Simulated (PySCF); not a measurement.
Bonds (- single, = double, # triple, : aromatic): C1-C2 1.490 Å, C2=C3 1.336 Å, C3-C4 1.504 Å, C4-F5 1.371 Å, C3-Si6 1.866 Å, Si6-F7 1.590 Å, Si6-F8 1.584 Å, Si6-F9 1.585 Å. C1 carries H10, H11, H12; C2 carries H13; C4 carries H14, H15. Stereochemistry as in C/C=C(\CF)[Si](F)(F)F.

Computational details: geometry from GFN2-xTB, PBE0/pcSseg-1 with gauge-including orbitals, in PySCF 2.14 (fast rotation and ring inversion assumed for equivalent nuclei, isolated molecule, no relativistic terms, a single conformation).

Chemical shifts δ = σref − σ; ¹³C and ¹H and ²⁹Si against TMS; CFCl3 for ¹⁹F, all at this level.

```tsv
atoms	nucleus	count	δ (ppm)
C3	¹³C	1	139.2
Si6	²⁹Si	1	-70.7
C1	¹³C	1	17.2
H13	¹H	1	?
F7/F8/F9	¹⁹F	3	-151.4
H14/H15	¹H	2	5.38
C4	¹³C	1	?
C2	¹³C	1	153.4
H10/H11/H12	¹H	3	?
F5	¹⁹F	1	-256.1
```

Fill in the missing shifts.

Answers


- C4: 86.4 ppm, allylic sp3 CH2 bonded to F; pulled downfield by the heteroatom
- H13: 6.63 ppm, hydrogen on an alkene CH; a vinylic proton, deshielded by the sp2 carbon and the C=C anisotropy
- H10/H11/H12: 1.78 ppm, hydrogen on an allylic methyl carbon; allylic position

Shifts are as computed. Against solution values, carbons near 30 ppm lie about +3 ppm off and those near 130 ppm about +5 ppm. Of 1211 compounds with measured shifts, 218 miss one by over three times the rms of a fit or turn the order of signals round; such compounds aren't used in these exercises. Unscaled 19F shifts against computed CFCl3 carry errors that often reach 10 to 50 ppm.
